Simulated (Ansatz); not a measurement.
Ansatz results at the PBE0-D4/def2-TZVP geometry: ideal-gas entropy at 298 K and 1 bar (rigid rotor, harmonic PBE0-D4/def2-TZVP) 375 J/(mol·K); HOMO energy (ωB97M-V/def2-TZVPP) -9.65 eV; HOMO energy (PBE0/def2-TZVPP) -7.41 eV.

Each molecule was computed in one conformer, which needn't be the lowest.

(1) Which molecule gave them?
A. `F[Si@H]1[GaH][C@@H]1[SiH3]`
B. `FCOC(F)Cl`
C. `CN[SiH2]N`
D. `[CH3][AlH][C](=N)Cl`

Results:

(1) D. The others give `F[Si@H]1[GaH][C@@H]1[SiH3]`: 389, -8.28, -6.32; `CN[SiH2]N`: 331, -8.96, -6.62; `FCOC(F)Cl`: 340, -11.60, -9.26.
